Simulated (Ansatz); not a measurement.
The inner images of a band of BClH2O + BrH (7 atoms, charge 0, multiplicity 1) are given out of order.

All numbers below come from RKS PBE/def2-SVP in Ansatz 0.2.0.

Initial state:

```xyz
7
Properties=species:S:1:pos:R:3
B -0.087 -0.622 -0.066
O -0.335 0.299 0.906
H -1.150 0.105 1.407
Cl 1.350 -0.403 -1.051
H -0.823 -1.568 -0.258
Br 0.935 3.189 2.273
H 0.532 1.975 1.594
```

Final state:

```xyz
7
Properties=species:S:1:pos:R:3
B 0.127 0.402 0.029
O -0.012 -0.092 1.629
H -0.974 -0.111 1.824
Cl 1.608 -0.399 -0.608
H -0.932 0.069 -0.469
Br 0.270 2.409 0.282
H 0.335 0.696 2.118
```

Q: Put them in order from the first end to the last, with their energies above the first end.
A.
```xyz
7
Properties=species:S:1:pos:R:3
B 0.001 -0.379 0.135
O -0.109 -0.313 1.495
H -1.036 -0.198 1.777
Cl 1.596 -0.682 -0.534
H -0.950 -0.238 -0.604
Br 0.486 3.053 0.979
H 0.434 1.731 1.557
```
B.
```xyz
7
Properties=species:S:1:pos:R:3
B 0.141 0.314 0.064
O 0.018 -0.035 1.653
H -0.919 -0.247 1.854
Cl 1.600 -0.487 -0.589
H -0.920 0.078 -0.477
Br 0.354 2.396 0.413
H 0.148 0.955 1.887
```
C.
```xyz
7
Properties=species:S:1:pos:R:3
B -0.090 -0.583 -0.052
O -0.235 0.140 1.094
H -1.109 0.014 1.509
Cl 1.433 -0.450 -0.915
H -0.972 -1.299 -0.477
Br 0.832 3.263 2.009
H 0.561 1.890 1.637
```
D.
```xyz
7
Properties=species:S:1:pos:R:3
B 0.111 0.081 0.134
O -0.004 -0.076 1.615
H -0.942 -0.222 1.856
Cl 1.621 -0.529 -0.539
H -0.911 0.052 -0.513
Br 0.363 2.475 0.597
H 0.183 1.193 1.655
```
E.
```xyz
7
Properties=species:S:1:pos:R:3
B -0.044 -0.466 0.058
O -0.125 -0.174 1.388
H -1.049 -0.112 1.694
Cl 1.558 -0.651 -0.638
H -1.028 -0.589 -0.641
Br 0.584 3.193 1.343
H 0.525 1.773 1.601
```
F.
```xyz
7
Properties=species:S:1:pos:R:3
B -0.077 -0.528 -0.012
O -0.160 -0.020 1.250
H -1.071 -0.046 1.601
Cl 1.502 -0.551 -0.778
H -1.049 -0.949 -0.604
Br 0.705 3.254 1.704
H 0.571 1.814 1.643
```
G.
```xyz
7
Properties=species:S:1:pos:R:3
B 0.052 -0.209 0.174
O -0.060 -0.285 1.548
H -0.990 -0.210 1.833
Cl 1.624 -0.571 -0.518
H -0.902 0.003 -0.542
Br 0.404 2.720 0.737
H 0.293 1.526 1.572
```

A: C (+0.1 kcal/mol), F (+0.5 kcal/mol), E (+1.1 kcal/mol), A (+2.1 kcal/mol), G (+6.2 kcal/mol), D (+18.5 kcal/mol), B (+9.9 kcal/mol).

The run took 3.6 min on 2 threads of Arm Neoverse V1, with other jobs on the host, peak memory 0.14 GiB.
